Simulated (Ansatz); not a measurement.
Two members of one family (Series SnMe3X), computed with Ansatz in the gas phase; def2 core potentials for Sn, no spin–orbit coupling. The two geometries come from different levels. Binding counts from free atoms in the multiplicity of their measured ground term, without zero-point energy. A dash marks a value that wasn't run or was left out as unsound. The structures are stationary points that may keep the symmetry of their start. Remarks come from the PBE and PBE0 runs and from stability tests at other levels; not every state was tested. HOMO above LUMO (over both spins in singlets and doublets, within one spin in higher multiplets; at PBE or PBE0), or a gap under 0.15 eV within one spin, warns that the state may not be the lowest or that an electron is smeared out.

First: Sn(NH2)Me3 (singlet, charge 0, PBE0-D4/def2-SVP geometry).

```csv
atom,x (Å),y (Å),z (Å)
Sn1,-0.0964,0.0825,-0.0128
N2,-1.6001,1.4859,-0.0395
H3,-1.2569,2.4449,-0.0727
H4,-2.2192,1.4269,0.7676
C5,-1.0979,-1.8164,0.0444
H6,-0.3831,-2.6342,-0.1297
H7,-1.8688,-1.8480,-0.7390
H8,-1.5794,-1.9768,1.0200
C9,1.2396,0.2911,1.6728
H10,2.0262,-0.4769,1.6290
H11,0.6885,0.1729,2.6173
H12,1.7176,1.2812,1.6657
C13,0.9683,0.3561,-1.8584
H14,1.4352,1.3513,-1.8966
H15,0.2698,0.2630,-2.7028
H16,1.7566,-0.4035,-1.9654
```

```json
{"level": "PBE-D4/def2-SVP", "HOMO (eV)": "-5.01", "LUMO (eV)": "0.00", "gap (eV)": "5.01", "vertical IE (eV)": "–", "vertical triplet (eV)": "–", "binding per atom (eV)": "3.67"}
{"level": "PBE-D4/def2-TZVP", "HOMO (eV)": "-5.36", "LUMO (eV)": "-0.49", "gap (eV)": "4.87", "vertical IE (eV)": "8.41", "vertical triplet (eV)": "4.94", "binding per atom (eV)": "3.68"}
{"level": "r2SCAN-D4/def2-TZVP", "HOMO (eV)": "-5.63", "LUMO (eV)": "0.02", "gap (eV)": "5.66", "vertical IE (eV)": "–", "vertical triplet (eV)": "5.05", "binding per atom (eV)": "3.63"}
{"level": "PBE0-D4/def2-SVP", "HOMO (eV)": "-6.47", "LUMO (eV)": "0.89", "gap (eV)": "7.36", "vertical IE (eV)": "–", "vertical triplet (eV)": "–", "binding per atom (eV)": "3.63"}
{"level": "PBE0-D4/def2-TZVP", "HOMO (eV)": "-6.72", "LUMO (eV)": "0.34", "gap (eV)": "7.07", "vertical IE (eV)": "8.65", "vertical triplet (eV)": "5.18", "binding per atom (eV)": "3.64"}
```

Second: Sn(OAc)Me3 (singlet, charge 0, r2SCAN-D4/def2-SVP geometry).

```xyz
20

Sn    0.496   -0.296    0.685
O    -0.662    1.125   -0.354
C    -1.025    0.539   -1.468
C    -1.873    1.381   -2.384
O    -0.689   -0.615   -1.729
H    -2.142    0.818   -3.286
H    -1.323    2.294   -2.658
H    -2.781    1.705   -1.852
C     2.270   -0.677   -0.461
H     2.075   -1.482   -1.181
H     3.108   -0.948    0.198
H     2.534    0.238   -1.013
C    -0.778   -1.945    1.200
H    -0.436   -2.424    2.130
H    -0.786   -2.672    0.378
H    -1.799   -1.565    1.351
C     0.900    0.964    2.388
H    -0.044    1.260    2.867
H     1.433    1.870    2.065
H     1.520    0.431    3.125
```

Task: Estimate how these quantities change from the first to the second (second minus first).

Result: 
```csv
level,Δ HOMO (eV),Δ LUMO (eV),Δ gap (eV),Δ vertical IE (eV),Δ vertical triplet (eV),Δ binding per atom (eV)
PBE-D4/def2-SVP,-0.74,-0.36,0.38,–,–,0.48
PBE-D4/def2-TZVP,-0.62,-0.11,0.51,0.33,0.44,0.45
r2SCAN-D4/def2-TZVP,-0.66,-0.33,0.33,–,0.27,0.43
PBE0-D4/def2-SVP,-0.93,-0.18,0.75,–,–,0.45
PBE0-D4/def2-TZVP,-0.79,-0.05,0.74,0.56,0.24,0.42
```

Remarks: gap within one spin near zero at PBE or PBE0 (triplet).
